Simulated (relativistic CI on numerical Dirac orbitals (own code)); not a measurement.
**Co⁴⁺ in a cubic cluster: L2,3 absorption with charge transfer**

Computed with a charge-transfer multiplet model of a cubic metal-ligand cluster with up to 3 ligand holes, Slater and spin-orbit integrals from Dirac-Coulomb-Breit ions, Slater integrals scaled by 0.8. The ground state mixes d5 with configurations of k ligand holes L, whose averages lie at kΔ + k(k − 1)U_dd/2; a core hole lowers each added d electron by U_cd. 300 K, Lorentzian 0.4 eV and Gaussian 0.3 eV FWHM.

Atomic integrals in eV (Slater integrals scaled, ζ unscaled), ground: F2dd 10.866, F4dd 6.824, zeta_d 0.080; with the core hole: F2dd 11.456, F4dd 7.196, zeta_d 0.102, zeta_core 9.658, F2cd 6.863, G1cd 5.283, G3cd 3.006.

Cluster parameters (eV): Δ = 2, U_dd = 6.6, U_cd = 7.5, 10Dq = 2.05, 10Dq(ligand) = 0.1, final-state hopping factor = 1.

Weights, n_d and S are thermal averages at 300 K. Photon energies count from the first peak over 30 % of the highest in each spectrum, which can be another peak from case to case. The parameters are a model scan and need not match a compound or its usual spin state. Peaks in eV (height, largest 100): 0.0 (44), 1.3 (7), 2.9 (41), 4.6 (100), 6.0 (13), 7.4 (8), 19.0 (59), 21.2 (6).

Q: Which parameters give this spectrum?
A. V(eg) = 3.8 eV, V(t2g) = -1.8 eV
B. V(eg) = 4.1 eV, V(t2g) = -1.94 eV
C. V(eg) = 4.4 eV, V(t2g) = -2.08 eV

A: C. V(eg) = 4.4 eV, V(t2g) = -2.08 eV; the ground state then has 5.86 d electrons and S = 0.51. The choice follows from running the model for each set and comparing peak positions and heights.
